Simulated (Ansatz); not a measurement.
Dimethylphenylsulfonium mesylate (C9H14O3S2), relaxed as a singlet with RKS PBE0-D4/def2-SVP in Ansatz, starting from the GFN2-xTB geometry. Force threshold 0.03 eV/Å.

In the singlet geometry the species has come apart into loosely held pieces.

Start:

```xyz
28

C     1.7687    1.7685    2.9146
S     0.6957    1.0282    1.6624
O     0.1792   -0.2102    2.2242
O    -0.3013    2.0027    1.3038
O     1.6564    0.7390    0.5383
H     2.5671    1.0695    3.1186
H     2.1475    2.6962    2.5112
H     1.1623    1.9395    3.7927
C     0.8964   -1.8487   -2.4009
S     1.2857   -0.6560   -1.0181
C     1.4645   -1.9212    0.2582
C    -0.4025   -0.0705   -0.8760
C    -0.6837    1.1409   -1.4838
C    -1.9575    1.6702   -1.3938
C    -2.9386    0.9894   -0.6938
C    -2.6463   -0.2209   -0.0910
C    -1.3746   -0.7626   -0.1812
H     0.7425   -1.2639   -3.3014
H     1.7477   -2.5048   -2.5442
H     0.0048   -2.4270   -2.1886
H     2.5308   -2.0511    0.4110
H     1.0126   -1.5199    1.1681
H     1.0082   -2.8520   -0.0575
H     0.1019    1.6741   -1.9957
H    -2.1750    2.6227   -1.8520
H    -3.9285    1.4098   -0.6037
H    -3.4062   -0.7452    0.4684
H    -1.1578   -1.6968    0.3102
```

| step | energy (eV) | largest force component (eV/Å) | SCF passes |
| --- | --- | --- | --- |
| 1 | -37327.0646 | 1.612 | 19 |
| 2 | -37327.3494 | 1.001 | 21 |
| 3 | -37327.4253 | 0.508 | 21 |
| 4 | -37327.4567 | 0.358 | 21 |
| 5 (rejected) | -37327.3780 | 0.591 | 20 |
| 6 | -37327.4694 | 0.073 | 20 |
| 7 | -37327.4717 | 0.053 | 20 |
| 8 | -37327.4724 | 0.019 | 22 |

Force components are those of the run's own axes.

End:

```
atom    x (Å)    y (Å)    z (Å)
  C1   1.7359   1.8332   3.0120
  S2   0.7220   1.0999   1.7387
  O3   0.2810  -0.2150   2.2856
  O4  -0.3618   2.0489   1.4661
  O5   1.6691   0.9035   0.5836
  H6   2.5684   1.1540   3.2340
  H7   2.1099   2.7955   2.6399
  H8   1.1089   1.9817   3.9004
  C9   0.8633  -2.0020  -2.4857
 S10   1.2011  -0.7885  -1.1763
 C11   1.4978  -1.9052   0.2007
 C12  -0.4381  -0.1340  -0.9612
 C13  -0.6560   1.1301  -1.5019
 C14  -1.9136   1.7057  -1.3683
 C15  -2.9190   1.0326  -0.6789
 C16  -2.6743  -0.2204  -0.1220
 C17  -1.4249  -0.8168  -0.2579
 H18   0.5966  -1.4400  -3.3907
 H19   1.7887  -2.5680  -2.6641
 H20   0.0426  -2.6756  -2.2043
 H21   2.5888  -1.9967   0.2789
 H22   1.0918  -1.4102   1.1109
 H23   1.0316  -2.8788   0.0014
 H24   0.1627   1.6733  -1.9771
 H25  -2.0956   2.7035  -1.7720
 H26  -3.8975   1.5009  -0.5515
 H27  -3.4533  -0.7317   0.4470
 H28  -1.2258  -1.7800   0.2128
```

Bonds lost: O5–S10 (atoms count from 1). The end holds 2 separate pieces.

No frequencies were taken in this run, so the end may be a saddle point.

It took 1.8 min on 4 threads of Arm Neoverse V2 on a shared host, peak host memory 1.4 GiB.
